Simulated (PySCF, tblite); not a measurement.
Isomers of C5H14SSi2. All values are computed: GFN2-xTB (tblite) harmonic vibrations without scaling, gas phase. Against measured fundamentals such values can be off by several per cent, at times by over 20. Modes of hydrogen on silicon can be 10 to 20 % off. One conformer each.

Electronic energies: PBE0/pcSseg-1 single points on the GFN2-xTB geometries (PySCF, gas phase).

```json
{"SMILES": "C=C[C@@H](CC)[SiH2]S[SiH3]", "electronic energy, lowest = 0 (kcal/mol)": "8.6"}
{"SMILES": "C[SiH2]S[SiH2]C1CCC1", "electronic energy, lowest = 0 (kcal/mol)": "0.0"}
{"SMILES": "CS/C=C\\[C@@H](C)[SiH2][SiH3]", "electronic energy, lowest = 0 (kcal/mol)": "42.6"}
```

Problem. How do GFN2-xTB zero-point energies change the relative energies?

Solution. 
```
                      SMILES  ZPE (kcal/mol)  of it from modes above 1550 cm⁻¹  electronic (kcal/mol)  with ZPE, lowest = 0 (kcal/mol)  lowest mode (cm⁻¹)  rings
        C[SiH2]S[SiH2]C1CCC1           108.0                              56.0                    0.0                              0.0                  26      1
  C=C[C@@H](CC)[SiH2]S[SiH3]           105.5                              57.8                    8.6                              6.1                  24      0
CS/C=C\[C@@H](C)[SiH2][SiH3]           103.6                              57.1                   42.6                             38.2                  23      0
```

The zero-point energies span 4.4 kcal/mol, from `CS/C=C\[C@@H](C)[SiH2][SiH3]` to `C[SiH2]S[SiH2]C1CCC1`. The order is unchanged.

Problem. And how do the electronic energies of GFN2-xTB itself compare?

Solution. `C[SiH2]S[SiH2]C1CCC1` 0.0; `C=C[C@@H](CC)[SiH2]S[SiH3]` 5.0; `CS/C=C\[C@@H](C)[SiH2][SiH3]` 50.2 kcal/mol, lowest = 0. Against the energies above, taken from the same isomer `C[SiH2]S[SiH2]C1CCC1`, the largest difference is 7.6 kcal/mol.
